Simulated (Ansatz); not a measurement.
One change: `C[O][W](=[O])([Cl])([Cl])[Cl]` becomes `[O]=[W]([F])([Cl])([Cl])[Cl]`.

Ansatz, PBE0-D4/def2-TZVP geometries, multiplicity 1. Each molecule was computed in one conformer, which needn't be the lowest.

Elements past krypton have def2 core potentials.

```json
{"property": "zero-point energy (PBE0-D4/def2-TZVP) / kJ/mol", "`C[O][W](=[O])([Cl])([Cl])[Cl]`": "130.3"}
{"property": "ideal-gas entropy at 298 K and 1 bar (rigid rotor, harmonic PBE0-D4/def2-TZVP) / J/(mol·K)", "`C[O][W](=[O])([Cl])([Cl])[Cl]`": "437"}
{"property": "size of the dipole moment (B3LYP/def2-TZVPP) / D", "`C[O][W](=[O])([Cl])([Cl])[Cl]`": "3.68"}
{"property": "HOMO energy (PBE0/def2-TZVPP) / eV", "`C[O][W](=[O])([Cl])([Cl])[Cl]`": "-8.70"}
{"property": "size of the dipole moment (PBE/def2-TZVPP) / D", "`C[O][W](=[O])([Cl])([Cl])[Cl]`": "3.66"}
{"property": "HOMO–LUMO gap (PBE/def2-TZVPP) / eV", "`C[O][W](=[O])([Cl])([Cl])[Cl]`": "2.83"}
```

Give the same properties after the change, and the shifts. (Best estimate.)

Computed: 
| property | `[O]=[W]([F])([Cl])([Cl])[Cl]` | shift |
| --- | --- | --- |
| zero-point energy (PBE0-D4/def2-TZVP) / kJ/mol | 25.8 | -104.5 |
| ideal-gas entropy at 298 K and 1 bar (rigid rotor, harmonic PBE0-D4/def2-TZVP) / J/(mol·K) | 389 | -48 |
| size of the dipole moment (B3LYP/def2-TZVPP) / D | 0.80 | -2.88 |
| HOMO energy (PBE0/def2-TZVPP) / eV | -9.31 | -0.61 |
| size of the dipole moment (PBE/def2-TZVPP) / D | 0.69 | -2.97 |
| HOMO–LUMO gap (PBE/def2-TZVPP) / eV | 2.62 | -0.21 |

With PBE0 the HOMO falls by 0.61 eV and the LUMO falls by 0.84 eV, so the gap narrows by about 0.23 eV. PBE moves the HOMO by -0.62 eV and ωB97M-V by -0.56 eV. The zero-point energy changes by -104.5 kJ/mol with -12 modes. Dipoles are sizes alone; their direction can turn. Modes under 60 cm⁻¹, often nearly free rotors, make the harmonic entropy too high.

B3LYP here is the variant with VWN-RPA as its local correlation; programs differ in this.
